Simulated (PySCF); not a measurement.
B(Cl)(F)(OAc) (C2H3BClFO2), SMILES B(F)(OC(C)=O)Cl.

Coordinates come from a ωB97X-D3(BJ)/def2-SVP optimisation. The values are those of a single conformer.

Two levels are set side by side: PBE/def2-TZVP (PySCF) and PBE0/def2-TZVP (PySCF). Same geometry, gas phase. Differences are taken from unrounded values.

```tsv
quantity	PBE0
orbital gap (eV)	7.80
highest occupied level (eV)	-8.68
lowest empty level (eV)	-0.89
dipole moment (D)	2.80
mean polarisability (bohr³)	53.4
```

Problem. What does PBE give, and how far is it from PBE0? (The exact figures need the calculation; the answer reports its results.)

Solution. 
```tsv
quantity	PBE	PBE minus PBE0
orbital gap (eV)	4.98	-2.81
highest occupied level (eV)	-6.98	1.70
lowest empty level (eV)	-2.00	-1.11
dipole moment (D)	2.69	-0.11
mean polarisability (bohr³)	56.1	2.7
```

PBE's occupied levels lie high since its potential decays too fast outside the molecule; exact exchange lowers them and widens the gap. PBE's more diffuse valence density responds more strongly to a field. Differences between two approximate levels are no errors against the true value.

Rough cost on one machine, each run with all the roots and properties that it gave: PBE0 against PBE within a factor of 2.
